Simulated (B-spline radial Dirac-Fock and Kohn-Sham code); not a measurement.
Ionisation cross sections of Cd by electron impact

System: the Cd atom, configuration [Kr] 4d10 5s2.

Input file task.json (cfg lists n, l and occupation; rrms is the nuclear radius in fm):

```json
{"items": [{
  "Z": 48,
  "q": 0,
  "cfg": [[1, 0, 2], [2, 0, 2], [2, 1, 6], [3, 0, 2], [3, 1, 6], [3, 2, 10], [4, 0, 2], [4, 1, 6], [4, 2, 10], [5, 0, 2]],
  "A": 114,
  "rrms": 4.6087,
  "do": "impact",
  "T": [10.0, 15.0, 20.0, 30.0, 40.0, 50.0, 70.0, 100.0, 150.0, 200.0, 300.0, 500.0, 1000.0, 2000.0, 3000.0, 5000.0, 10000.0, 15000.0, 20000.0, 30000.0, 50000.0, 100000.0, 200000.0, 300000.0, 1000000.0],
  "ie": 8.9938,
  "edges": {"K": 26711.0, "L1": 4018.0, "L2": 3727.0, "L3": 3538.0, "M1": 772.0, "M2": 652.6, "M3": 618.4, "M4": 411.9, "M5": 405.2}
}]}
```

Run with: `python xray2_run.py task.json out`

Level of theory: the relativistic binary-encounter-Bethe (RBEB) model with Dirac-Fock orbital kinetic energies; direct ionisation only; a radial B-spline solver. For shells bound by less than 100 eV the term U + B of the denominator is divided by n when n is 3 or more, and by 2 for n = 1, 2 in singly charged ions. Excitation-autoionisation and multiple ionisation are left out; it is a semi-empirical estimate, least reliable for totals near the maximum.

Orbital inputs (open shells are filled statistically over j, and the NIST value is set on the highest orbital of the configuration average):

| subshell | N | B (eV) | source of B | U (eV) |
| --- | --- | --- | --- | --- |
| 1s | 2 | 26711.0 | tabulated edge | 33778.8 |
| 2s | 2 | 4018.0 | tabulated edge | 7214.2 |
| 2p1/2 | 2 | 3727.0 | tabulated edge | 7158.9 |
| 2p3/2 | 4 | 3538.0 | tabulated edge | 6467.6 |
| 3s | 2 | 772.0 | tabulated edge | 2025.8 |
| 3p1/2 | 2 | 652.6 | tabulated edge | 1946.9 |
| 3p3/2 | 4 | 618.4 | tabulated edge | 1800.0 |
| 3d3/2 | 4 | 411.9 | tabulated edge | 1662.0 |
| 3d5/2 | 6 | 405.2 | tabulated edge | 1626.2 |
| 4s | 2 | 129.2 | Dirac-Fock −ε | 485.8 |
| 4p1/2 | 2 | 89.00 | Dirac-Fock −ε | 423.0 |
| 4p3/2 | 4 | 82.89 | Dirac-Fock −ε | 391.7 |
| 4d3/2 | 4 | 20.09 | Dirac-Fock −ε | 248.2 |
| 4d5/2 | 6 | 19.29 | Dirac-Fock −ε | 240.0 |
| 5s | 2 | 8.99 | NIST ionisation energy | 38.07 |

Inner-shell cross sections in barn (the model is not trusted for the total of d- and f-block atoms):

| T (eV) | K | L1 | L2 | L3 | M4 | M5 |
| --- | --- | --- | --- | --- | --- | --- |
| 500 | – | – | – | – | 29500 | 50200 |
| 1000 | – | – | – | – | 144000 | 227000 |
| 2000 | – | – | – | – | 199000 | 310000 |
| 3000 | – | – | – | – | 200000 | 310000 |
| 5000 | – | 273 | 425 | 1150 | 177000 | 273000 |
| 10000 | – | 1100 | 1310 | 3060 | 129000 | 199000 |
| 15000 | – | 1330 | 1530 | 3480 | 102000 | 157000 |
| 20000 | – | 1370 | 1570 | 3500 | 84900 | 130000 |
| 30000 | 3.29 | 1310 | 1480 | 3270 | 64700 | 99100 |
| 50000 | 20.2 | 1130 | 1260 | 2750 | 45600 | 69800 |
| 100000 | 34.4 | 856 | 945 | 2040 | 29000 | 44300 |
| 200000 | 38.6 | 647 | 711 | 1520 | 19800 | 30200 |
| 300000 | 39.4 | 569 | 624 | 1330 | 16700 | 25400 |
| 1e+06 | 44.6 | 496 | 541 | 1150 | 13300 | 20300 |

Values without a named source are computed, but for edge energies of neutral atoms, which are taken from tables.
